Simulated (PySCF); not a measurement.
Geometry (Å), atoms numbered from 1 in this order:
```xyz
19

C     2.602   -0.129    1.268
S     2.384    1.549    0.646
C     1.361    1.208   -0.819
C     0.071    0.501   -0.511
C    -0.194   -0.765   -1.040
C    -1.388   -1.427   -0.746
C    -2.331   -0.828    0.084
C    -2.074    0.435    0.623
C    -0.882    1.090    0.330
H     3.197   -0.052    2.189
H     3.147   -0.758    0.548
H     1.634   -0.594    1.506
H     1.949    0.638   -1.556
H     1.171    2.203   -1.251
H     0.544   -1.239   -1.692
H    -1.577   -2.416   -1.168
H    -3.266   -1.343    0.316
H    -2.808    0.910    1.277
H    -0.669    2.067    0.771
```

- σ from GIAO-KT3/pcSseg-1
- coordinates at the PBE0-D3(BJ)/def2-SVP level
- code: PySCF
- no relativistic terms, one averaged value for each set of equivalent atoms, one conformer, in vacuum

References, each an isolated molecule treated in the same way: TMS for ¹³C (σ = 182.31 ppm) and ¹H (σ = 31.32 ppm); ³³S (σ = 516.28 ppm) vs CS2.

```csv
atoms,nucleus,count,δ (ppm)
C4,¹³C,1,132.0
H17,¹H,1,7.04
S2,³³S,1,26
C7,¹³C,1,?
C1,¹³C,1,?
H10/H11/H12,¹H,3,1.59
H13/H14,¹H,2,?
H16/H18,¹H,2,?
C6/C8,¹³C,2,121.6
H15/H19,¹H,2,7.18
C3,¹³C,1,43.5
C5/C9,¹³C,2,123.5
```

Complete the table.

## Answers


- C7: 120.9 ppm, aromatic CH
- C1: 18.6 ppm, methyl carbon bonded to S
- H16/H18: 7.09 ppm, hydrogen on an aromatic CH; aromatic region
- H13/H14: 3.47 ppm, hydrogen on an sp3 CH2 bonded to S, on an aromatic ring

Shifts are as computed, not scaled to solution data. Of 1211 compounds with measured shifts, 218 miss one by over three times the rms of a fit or turn the order of signals round; such compounds aren't used in these exercises.
